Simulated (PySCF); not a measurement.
Computed IR spectrum (relative IR intensity) of a molecule C₂H₄BFO₂. Coordinates come from a ωB97X-D3(BJ)/def2-SVP optimisation. Other conformers were not sampled. Level of theory: ωB97X-D3(BJ)/def2-SVP run with PySCF 2.14.0. Frequencies are harmonic and unscaled.

ν (cm⁻¹): 64 (vw), 227 (vw), 397 (vw), 485 (w), 578 (w), 744 (w), 964 (vw), 1104 (m), 1203 (vw), 1302 (m), 1432 (w), 1451 (m), 1572 (vs), 1851 (m), 2913 (m), 3081 (w), 3176 (w) (against the strongest line: vs over 80 %, s over 45 %, m over 15 %, w over 4 %, vw less)

Problem. Identify the compound among the candidates.
(A) O[C@@H]1COB1F
(B) C=C(F)B(O)O
(C) COB(F)C=O
(D) C=COB(O)F

Solution. C, COB(F)C=O
